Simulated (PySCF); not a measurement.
Ligands exchanged one at a time, In F-NH2. Gas-phase values, no solvent. One relaxed conformer stands for each flexible species; it need not be the lowest. Strings in code marks are SMILES.

All values below come from r2SCAN-D4/def2-TZVP in PySCF. All candidates: neutral, multiplicity 1. Excitations are Tamm–Dancoff values on a coarser integration grid. The basis has no diffuse functions, so Rydberg states are missing or too high.

| Item | Result |
|---|---|
| HOMO–LUMO gap | 5.45 eV |
| T1 excitation (TDA) | 5.06 eV |
| S1 excitation (TDA) | 5.66 eV |

Task: Say which member has these values.
A. `[NH2][In]([NH2])[NH2]`
B. `[F][In]([F])[F]`
C. `[NH2][In]([F])[F]`

Result: B, `[F][In]([F])[F]`. The others give `[NH2][In]([F])[F]`: 4.36 eV, 3.76 eV, 4.76 eV; `[NH2][In]([NH2])[NH2]`: 4.46 eV, 3.98 eV, 4.68 eV
